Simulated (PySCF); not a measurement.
C₅H₁₃OSi (doublet state).
Z-matrix (Å and degrees, GFN2-xTB geometry), rows numbered from 1:
```
C 
C   1  1.5237
C   2  1.5286  1  111.67
C   3  1.5309  2  112.99  1  -174.88
C   4  1.5233  3  113.62  2    70.29
O   3  1.4152  2  107.96  1    65.17
Si  6  1.6136  3  129.49  2  -137.16
H   1  1.0872  2  110.12  3   -58.47
H   1  1.0886  2  110.49  3    61.44
H   1  1.0874  2  110.46  3  -178.47
H   2  1.0906  1  109.68  3  -121.03
H   2  1.0917  1  109.62  3   119.85
H   3  1.0998  2  109.10  1   -53.53
H   4  1.0916  3  108.56  2   -52.68
H   4  1.0928  3  107.38  2  -168.70
H   5  1.0873  4  110.00  3   174.14
H   5  1.0868  4  111.25  3   -66.11
H   5  1.0880  4  110.56  3    54.48
H   7  1.4589  6  112.59  3    61.08
H   7  1.4581  6  113.63  3   -67.18
```

The hyperfine couplings belong to this conformer and change with its torsions.

The species is `CCC(CC)O[SiH2]` [radical].

Method used: UKS B3LYP, pcH-1 on C H O Si, non-relativistic, mean-field spin-orbit, GIAO (PySCF). Isolated species at its GFN2-xTB geometry (one conformer only). The geometry wasn't refined by DFT: couplings that depend on bond lengths, twists or pyramidal angles can differ widely from those at the functional's own minimum, by a factor of two or more for some ions and for spin on atoms past the first row. The SCF solution wasn't tested for stability.

Principal values of hyperfine tensors in MHz (contact, dipolar and spin–orbit terms together), for some of the nuclei:

```
atom  isotope       A1       A2       A3
 Si7     29Si  -762.69  -514.03  -513.49
  O6      17O   -87.04   -72.33   -71.42
 H19       1H    55.49    65.92    73.44
  C3      13C    28.53    28.67    38.29
 H13       1H    -5.30    -2.81     1.83
  C2      13C    -1.48    -1.41    -0.49
 H11       1H     0.35     0.47     2.33
  C4      13C    -1.40    -1.11    -0.38
```

Question: Split each tensor into its isotropic and traceless parts, and turn a_iso into mT with g = 2.0026.

Answer: a_iso is a third of the trace, T = A − a_iso, and a(mT) = a(MHz)/(g × 13.996). The tensors hold a spin–orbit part: the run splits a_iso into a_FC + a_SO, and T includes its anisotropic share.

```tsv
atom	a_iso (MHz)	a_FC	a_SO	a_iso (mT)	T1	T2	T3
Si7	-596.74	-597.79	1.05	-21.290	-165.96	82.71	83.24
O6	-76.93	-76.87	-0.06	-2.745	-10.11	4.60	5.51
H19	64.95	64.94	0.01	2.317	-9.46	0.97	8.49
C3	31.83	31.84	-0.01	1.136	-3.30	-3.16	6.46
H13	-2.09	-2.09	0.00	-0.075	-3.21	-0.72	3.92
C2	-1.13	-1.13	0.00	-0.040	-0.35	-0.28	0.64
H11	1.05	1.05	0.00	0.037	-0.70	-0.58	1.28
C4	-0.96	-0.96	0.00	-0.034	-0.44	-0.15	0.59
```

Question: What spin density at the nucleus of Si7 lies behind its contact coupling (g_N = -1.11058)?

Answer: a_FC = 800.24 MHz bohr³ × g_N × ρ(0)/(2S). With a_FC = -597.79 MHz and 2S = 1, ρ(0) = 0.6726 bohr⁻³. The nuclear moment is negative, so coupling and spin density have opposite signs.

Question: H20 (1H, g_N = 5.58569) isn't in the table. Its spin density at the nucleus is 0.016 bohr⁻³. What is its contact coupling?

Answer: By the same relation, a_FC = 71.5 MHz. Its full tensor has the principal values 62.04, 72.60, 79.94 MHz.

Question: Which nucleus of the table has the largest anisotropic coupling, and what is its form?

Answer: Si7: -166.0, 82.7, 83.2 MHz (the dipolar term alone has -165.0, 82.2, 82.8), axial, in the ratio +1:+1:−2, the form that spin in one p orbital centred on that nucleus gives (the nuclear moment is negative).

Question: What first-order splitting does H19 cause when the field lies along A1, A2 or A3 of its tensor (g taken as isotropic, no quadrupole term)?

Answer: 2 lines (I = 1/2), spaced by |A_i|/(g × 13.996): 1.98, 2.35, 2.62 mT along the axes of A1, A2 and A3.
